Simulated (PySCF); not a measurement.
Atom-mapped SMILES (the numbers label the heavy atoms): `[CH3:1][CH2:2][CH2:3][CH2:4][NH:5][C:6]([CH3:7])=[O:8]`. Hydrogens are named by the atom that carries them.

GIAO shifts from PySCF on PBE0-D3(BJ)/def2-SVP geometries (one conformer, non-relativistic, equivalent nuclei averaged), against TMS at the same level and in the same medium; PCM means IEF-PCM chloroform.

Measured (solution, not stated per compound (mostly CDCl3 or CCl4); Pretsch, Buehlmann, Badertscher, Structure Determination of Organic Compounds, 4th ed. (2009)): H(C4) 3.21, H(C3) 1.49, H(C2) 1.35, H(C1) 0.92 ppm.

Task: Which unscaled values do HF/pcSseg-1, gas; PBE0/pcSseg-1, PCM; WP04/pcSseg-1, PCM; wB97X-D/pcSseg-1, PCM give, and how close are they?

Result: 
```json
{"atoms": "H(C4)", "measured": "3.21", "HF/pcSseg-1, gas": "3.24", "PBE0/pcSseg-1, PCM": "3.32", "WP04/pcSseg-1, PCM": "3.24", "wB97X-D/pcSseg-1, PCM": "3.27"}
{"atoms": "H(C3)", "measured": "1.49", "HF/pcSseg-1, gas": "0.92", "PBE0/pcSseg-1, PCM": "1.16", "WP04/pcSseg-1, PCM": "1.16", "wB97X-D/pcSseg-1, PCM": "1.13"}
{"atoms": "H(C2)", "measured": "1.35", "HF/pcSseg-1, gas": "1.08", "PBE0/pcSseg-1, PCM": "1.16", "WP04/pcSseg-1, PCM": "1.15", "wB97X-D/pcSseg-1, PCM": "1.12"}
{"atoms": "H(C1)", "measured": "0.92", "HF/pcSseg-1, gas": "0.99", "PBE0/pcSseg-1, PCM": "0.95", "WP04/pcSseg-1, PCM": "0.92", "wB97X-D/pcSseg-1, PCM": "0.96"}
```

Mean absolute error for ¹H: HF/pcSseg-1, gas 0.24, PBE0/pcSseg-1, PCM 0.17, WP04/pcSseg-1, PCM 0.14, wB97X-D/pcSseg-1, PCM 0.17 ppm.

Hydrogen bonding in solution deshields acid and N–H amide carbonyl carbons by as much as 10 ppm beyond these values.
